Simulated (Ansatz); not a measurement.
CH3ClFNOW (`C[N]=[W](=[O])([F])[Cl]`) from Hartree–Fock to CCSD(T)

```xyz
9

C     0.4207   -0.8788   -1.2586
N     0.0784   -0.3968    0.0302
W    -0.3125    0.8221    1.2015
O    -0.2261    2.3206    0.4071
F     0.9640    0.7404    2.5604
Cl   -2.4551    0.4461    1.8659
H    -0.3647   -1.5479   -1.6236
H     0.5419   -0.0571   -1.9726
H     1.3534   -1.4486   -1.2104
```

Total charge 0; spin multiplicity 1. Correlated methods include outer-core shells of W, which these sets cover unevenly. W takes the def2 core potential. Geometry: relaxed with PBE0-D4/def2-TZVP. Frozen core, restricted reference, the Gaussian-basis code of Ansatz.

| basis | HF (Eh) | MP2 corr. |
| --- | --- | --- |
| def2-SVP | -794.01556 | -1.21425 |
| def2-TZVPP | -794.54114 | -1.57935 |
| def2-QZVPP | -794.56727 | -1.72507 |

Task: Estimate the CCSD correlation energy and the (T) correction in each basis where they were run (hartree).

Result: 
```csv
basis,CCSD corr.,(T)
def2-SVP,-1.17670,-0.05261
def2-TZVPP,-1.53233,-0.08325
```
